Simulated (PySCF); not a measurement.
## Spinor energies of Cl⁺ (chlorine, charge +1)

Start: [Ne] 3s1 3p5; 3s1/2 filled at m_j = +1/2; 3p1/2 filled at m_j = -1/2, +1/2; 3p3/2 filled at m_j = -1/2, +1/2, +3/2. Calculated with PySCF 2.14 in x2c-TZVPall-2c with one added diffuse shell each of s, p type (6s7p2d1f, 44 functions): generalised Hartree-Fock with the X2C-1e Hamiltonian and a Gaussian nucleus; one run each with spin-orbit coupling (SO) switched off, then screened by Boettger's factors. This is a chosen level, not necessarily the ground level.

```csv
spinor shell,electrons,"ε, spin-free (eV)","ε, screened SO (eV)",weight of nominal j (screened SO),"rms radius, screened SO (bohr)"
1s1/2,2,-2878.8,-2878.7,1.000,0.105
2s1/2,2,-304.52,-304.51,1.000,0.479
2p1/2,2,-234.16,-235.61,0.950,0.449
3s1/2,1,-44.951,-44.940,1.000,1.58
3p1/2,2,-25.200,-24.838,0.665,1.87
3p3/2,3,-25.200,-25.447,0.777,1.85
```

**Question.** Where does 2p3/2 lie, and what is the 2p spin-orbit splitting (screened SO)?

**Answer.** At -233.41 eV, 2.193 eV above 2p1/2.

```json
{"quantity": "E (hartree)", "spin-free": "-459.92163", "screened SO": "-459.92423"}
{"quantity": "M_J", "spin-free": "2", "screened SO": "2"}
{"quantity": "⟨J²⟩", "spin-free": "6.018", "screened SO": "6.018"}
{"quantity": "⟨L²⟩", "spin-free": "2.003", "screened SO": "2.004"}
{"quantity": "⟨S²⟩", "spin-free": "2.014", "screened SO": "2.014"}
```

Each row is a mean over spinors that exchange with the open shell spreads, by up to 5.778 eV (3p1/2).

Rows whose weight is well below 1 are mixtures of j = l ± 1/2: exchange outweighs spin-orbit coupling there, and the label is only the starting occupation.

Without spin-orbit coupling the j labels of p, d and f shells carry no meaning; the spin-free column gives the mean over the occupied spinors of each nl shell.
